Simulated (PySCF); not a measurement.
Si(Cl)(Me)2(SH) (C2H7ClSSi), SMILES Cl[Si](C)(C)S.

Geometry optimised at B3LYP-D3(BJ)/def2-SVP. Other conformers were not sampled.

These are SMD-M06-2X/def2-SVP in PySCF values and carry that method's errors.

Solvation free energies are E(SMD) − E(gas) at the gas-phase geometry, for 1 M in both phases. In vacuum the dipole moment is 3.09 D.

Question: Estimate the solvation free energies in water, methanol, dichloromethane. (An estimate is asked for; the answer gives what the named calculation found.)

Answer: 
```json
[
 {"solvent": "water", "ΔG(solv) (kcal/mol)": "-1.3", "its non-electrostatic (CDS) part": "3.5", "dipole (D)": "4.15"},
 {"solvent": "methanol", "ΔG(solv) (kcal/mol)": "-5.9", "its non-electrostatic (CDS) part": "-1.3", "dipole (D)": "4.11"},
 {"solvent": "dichloromethane", "ΔG(solv) (kcal/mol)": "-6.1", "its non-electrostatic (CDS) part": "-2.1", "dipole (D)": "3.96"}
]
```
